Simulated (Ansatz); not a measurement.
Two structures of BSiH7O2, singlet, reached by relaxing down either side of one saddle point (PBE0-D4/def2-TZVP). Energies are electronic, without zero-point energy. Program: Ansatz 0.2.0. Basis: def2-TZVPP and def2-QZVPP. Cores are frozen in the correlated methods. Extrapolation: Hartree–Fock as exp(−7.88 √X), correlation as X^−2.97. First:

B1  (-0.320, 1.733, 0.203)
H2  (0.861, 1.837, 0.373)
O3  (-0.788, 0.602, -0.379)
O4  (-1.201, 2.704, 0.570)
H5  (1.099, -1.400, 0.970)
Si6  (0.789, -2.175, -0.255)
H7  (-1.747, 0.603, -0.471)
H8  (-0.780, 3.465, 0.973)
H9  (1.250, -1.445, -1.461)
H10  (-0.668, -2.444, -0.338)
H11  (1.505, -3.479, -0.184)
(Å)

Second:

```csv
atom,x (Å),y (Å),z (Å)
B1,-0.9333,0.3013,-0.3965
H2,2.3461,1.7032,1.5281
O3,-2.1517,0.3432,-0.9933
O4,-0.4278,1.4626,0.1116
H5,2.3754,0.9663,1.4037
Si6,0.0262,-1.4932,-0.3165
H7,-2.5317,1.2296,-0.9866
H8,0.4354,1.3704,0.5208
H9,0.2913,-2.0279,-1.6799
H10,-0.7715,-2.5026,0.4316
H11,1.3415,-1.3528,0.3769
```

**Question.** Which bonds change from the first to the second?

**Answer.** BH₃O₂ ([OH][BH][OH]) + SiH₄ → BSiH₅O₂ ([OH][B]([OH])[SiH3]) + H₂; bonds formed: B1–Si6, H2–H5; bonds broken: B1–H2, H5–Si6.

**Question.** Give the saddle point's structure and its height above each. (To be estimated.)

**Answer.** The calculation gives: 61.57 kcal/mol above the first and 50.38 kcal/mol above the second (CCSD(T) at an estimated basis limit (MP2 extrapolated from triple and quadruple zeta, plus CCSD(T) − MP2 in triple zeta)).
```csv
atom,x (Å),y (Å),z (Å)
B1,-0.1938,0.7020,-0.0759
H2,0.9806,1.4369,-0.0254
O3,-0.7861,0.8438,-1.3334
O4,-0.9351,0.9934,1.0853
H5,1.0586,0.4062,-0.0420
Si6,0.3871,-1.4318,-0.0456
H7,-1.3284,1.6352,-1.3697
H8,-0.4146,1.1833,1.8665
H9,1.1978,-1.9493,-1.1808
H10,-0.9948,-1.9681,-0.1117
H11,1.0285,-1.8515,1.2328
```

T1 diagnostic: at most 0.014.

Labels in which every atom is bracketed show which atoms are joined, not bond orders.

For scale, one of the runs: CCSD(T)/def2-TZVPP, 233 basis functions, launched by `ansatz run in.yaml --threads 4 --pin off --events-out ev --progress --plain --max-ram 9574MiB`. Time: 94 s of wall clock on 4 CPU threads of an Arm Neoverse V1; the host was shared. Peak host memory: 4.2 GiB.
